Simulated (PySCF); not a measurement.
C2H2N, charge -1.

```xyz
5

C     -1.2016     0.0882     0.0000
C      0.1803    -0.0014     0.0000
N      1.3624    -0.0117     0.0000
H     -1.7044    -0.2195    -0.9151
H     -1.7044    -0.2195     0.9151
```
Charge -1, spin multiplicity 1.

Coordinates come from a r2SCAN-D4/def2-TZVPD optimisation.

The numbers are results of KT2/pcSseg-2 (PySCF), not measurements. Non-relativistic, no solvent.

Computed absolute GIAO shielding of each atom: isotropic value and principal components (ppm):
| atom | σ(iso) | σ11 | σ22 | σ33 | span |
|---|---|---|---|---|---|
| C1 | 207.6 | 176.9 | 204.8 | 240.9 | 64.0 |
| C2 | 40.5 | -74.4 | -58.8 | 254.7 | 329.0 |
| N3 | 18.6 | -148.5 | 11.2 | 193.0 | 341.6 |
| H4 | 31.9 | 27.4 | 31.4 | 37.0 | 9.6 |
| H5 | 31.9 | 27.4 | 31.4 | 37.0 | 9.6 |
